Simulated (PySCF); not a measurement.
**How methods differ on the ionisation energy of Cu²⁺**

Cu²⁺ [Ar] 3d9 (2D) → Cu³⁺ [Ar] 3d8 (3F), as a difference of total energies. Computed with PySCF 2.14 in aug-cc-pVDZ-DK (7s6p4d2f, 59 functions), with the spin-free X2C one-electron Hamiltonian (Gaussian nucleus). Correlated levels: valence: [Ar] frozen. The calculations carry no spin-orbit coupling.

```
           method  ionisation energy (eV)  plus first-order spin-orbit estimate  error of that sum (eV)
              UHF                  34.202                                34.134                  -2.707
              LDA                  37.972                                37.903                  +1.062
              PBE                  37.321                                37.252                  +0.411
             PBE0                  36.862                                36.794                  -0.047
           r2SCAN                  36.539                                36.470                  -0.371
             BP86                  37.364                                37.295                  +0.454
            wB97X                  36.825                                36.757                  -0.084
        BHandHLYP                  36.385                                36.317                  -0.524
            TPSSh                  36.749                                36.680                  -0.161
    MP2 (valence)                  36.745                                36.676                  -0.165
SCS-MP2 (valence)                  36.498                                36.430                  -0.411
```

Reference: 36.841 ± 0.012 eV (measured; NIST Atomic Spectra Database, ionization energies).

A first-order spin-orbit estimate (lowest level to lowest level, LS coupling) adds -0.069 eV.

Errors of the correlated levels include the incompleteness of this basis and the frozen core.
